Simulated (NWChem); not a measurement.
Molecule: SrCl, doublet; SMILES [Cl][Sr]

```xyz
2

Sr     0.0000     0.0000    -0.8009
Cl     0.0000     0.0000     1.7902
```
Atoms are numbered in this order, from 1.

Computed with NWChem. Spin-unrestricted. Medium grid unless said otherwise, to which SCAN and Minnesota functionals are sensitive. All runs use the structure optimised with PBE0/def2-SVP, spin-unrestricted. The spin multiplicity was typed, not searched, and may not be the lowest. No stability test was run on the SCF state. def2 effective core potentials on Sr; no spin-orbit coupling.

### Question
What does the run give for MN15-L/def2-SVP? Quantities: highest occupied level (eV); lowest empty minus highest occupied level, either spin (eV); dipole (D); <S²>.

### Answer
```
Quantity                                                     Result
-----------------------------------------------------------  ------
highest occupied level (eV)                                   -3.49
lowest empty minus highest occupied level, either spin (eV)    0.46
dipole (D)                                                     4.89
<S²>                                                          0.751
```
